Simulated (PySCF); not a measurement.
This script is equivalent to a calculation on Sr⁺ (strontium, charge +1).

```python
from pyscf import gto, scf, dft, mp, cc
import basis_set_exchange as bse
mol = gto.M(atom="Sr 0 0 0", charge=1, spin=1, symmetry="D2h",
            basis=gto.basis.parse(bse.get_basis("aug-cc-pVDZ-X2C", elements=["Sr"], fmt="nwchem", header=False)),
            nucmod="G")
mf = dft.UKS(mol, xc="MN15").sfx2c1e()
mf.irrep_nelec = {'Ag': (7, 6), 'B1g': (1, 1), 'B2g': (1, 1), 'B3g': (1, 1), 'B1u': (3, 3), 'B2u': (3, 3), 'B3u': (3, 3)}
mf.kernel()
```

**Question.** What total energy does it give?

**Answer.** -3180.99 hartree (calculated).

**Question.** Which occupied shell lies highest, and where?

**Answer.** 5s α, at -9.474 eV.

**Question.** What is ⟨S²⟩, and what would a pure spin state give?

**Answer.** 0.750, against 0.75.
